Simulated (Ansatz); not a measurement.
`C[SiH](O)F` + `[CH3]`• → `C[Si](O)F`• + CH₄  (hydrogen abstraction from the Si–H bond)

Program: Ansatz. Geometries: PBE0-D4/def2-TZVP. ΔE: electronic, gas phase. CBS: MP2 limit from def2 TZ/QZ plus the TZ coupled-cluster correction, frozen cores. This one scheme is used for every species. Functionals use def2-TZVPP. Open shells (•) are unrestricted, without spin–orbit coupling. One conformer a species, not always the lowest.

```
             level  ΔE (eV)
      CAM-B3LYP-D4    -0.54
  CCSD(T)/def2-SVP    -0.49
SCS-MP2/def2-TZVPP    -0.50
      HF/CBS(def2)    -0.20
```

Q: What does CCSD(T)/CBS give? (Best estimate.)

A: Computed: -0.50 eV. The listed levels differ from it by -0.04, 0.01, 0.00, 0.30 eV.

Largest T1 diagnostic among the species: 0.013.

Leaving LDA and LC-ωPBE aside and taking each functional with its dispersion term where it has one, the values, not all of them listed here, spread over 0.33 eV, from PBE-D4 to BHLYP-D4. LDA lies −0.15 eV from PBE without D4. In def2-TZVPP, CCSD(T) changes the Hartree–Fock value by −0.30 eV (the triples alone add −0.05 eV) and MP2 by −0.38 eV.
